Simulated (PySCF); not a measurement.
**NMR data sheet: 4,4,4-trifluorobutan-2-one**

- Formula: C4H5F3O
- SMILES: CC(=O)CC(F)(F)F
- Point group of the computed structure: C1
- Degrees of unsaturation: 1
- Carbon signals: 4
- Proton signals: 2

Bonds (- single, = double, # triple, : aromatic): C1-C2 1.503 Å, C2=O3 1.205 Å, C2-C4 1.527 Å, C4-C5 1.506 Å, C5-F6 1.337 Å, C5-F7 1.334 Å, C5-F8 1.340 Å. C1 carries H9, H10, H11; C4 carries H12, H13.

Computed data (PySCF 2.14): σ from GIAO-CAM-B3LYP/pcSseg-2, couplings computed with B3LYP/pcJ-1 (spin–dipole term only in couplings to heteroatoms), PBE0-D3(BJ)/def2-SVP geometry. No relativistic terms, one conformer, isolated molecule, equivalent nuclei averaged.

Chemical shifts δ = σref − σ; ¹H and ¹³C vs TMS; ¹⁹F vs CFCl3; H2O for ¹⁷O, all at this level.

| carbon | δC, type | δH (multiplicity, J in Hz) | HMBC from (abs. J ≥ 3 Hz) | span of the C tensor (ppm) |
| --- | --- | --- | --- | --- |
| C1 | 31.8, CH3 | 2.31 (q, 1.8) | – | 54 |
| C2 | 213.7, C | – | H12/H13, H9/H10/H11 | 225 |
| C4 | 54.0, CH2 | 2.93 (q, 11.5) | – | 46 |
| C5 | 136.6, C | – | H12/H13 | 4 |

Other nuclei:
```json
{"atoms": "F6/F7/F8", "nucleus": "¹⁹F", "environment": "fluorine of a CF3 group", "δ (ppm)": "-64.5", "σ (ppm)": "250.5"}
{"atoms": "O3", "nucleus": "¹⁷O", "environment": "ketone oxygen", "δ (ppm)": "697.7", "σ (ppm)": "-367.9"}
```

Selected couplings (Hz, signed; the shortest-range and largest first, 30 at most; isotopes ¹³C, ¹⁹F, ¹H): ¹J(C5,F6) -342.2, ¹J(C4,H12) 136.9, ¹J(C1,H9) 136.1, ¹J(C4,C5) 62.8, ¹J(C1,C2) 44.8, ¹J(C2,C4) 40.2, ²J(C4,F6) 31.0, ²J(C1,C4) 15.9, ³J(F6,H12) 11.5, ³J(C2,F6) 1.7, ⁴J(C1,F7) 3.0.

1. Carbon types of the structure: 2 × C, 1 × CH2, 1 × CH3, which accounts for all hydrogens.
2. δC 213.7: ketone carbonyl carbon; low-lying n→π* states of the double bond to the heteroatom give a large paramagnetic term (-280 ppm).
3. δC 136.6: CF3 carbon; 3 electronegative neighbours deshield it.
4. δC 31.8: methyl carbon α to a carbonyl; the adjacent C=O deshields it moderately.
5. δH 2.93: hydrogen on an sp3 CH2 α to a carbonyl; α to C=O.
6. δH 2.31: hydrogen on a methyl carbon α to a carbonyl; α to C=O.

C–F couplings over four or more bonds (about 3 Hz to the para carbon of a fluoroarene) are left out. Common functionals overestimate the size of one-bond C–F couplings by tens of Hz; these are unscaled. Splittings below 1 Hz are ignored in the labels, and close J values are merged. Shifts are as computed, not scaled to solution data. Of 1211 compounds with measured shifts, 218 miss one by over three times the rms of a fit or turn the order of signals round; such compounds aren't used in these exercises. Unscaled 19F shifts against computed CFCl3 carry errors that often reach 10 to 50 ppm. Unscaled 17O shifts of doubly bonded oxygen tend to come out too high, by tens of ppm or more. Experimental scales use liquid or dissolved standards, which lie at an offset from isolated H2O (liquid H2O: subtract about 36 ppm).
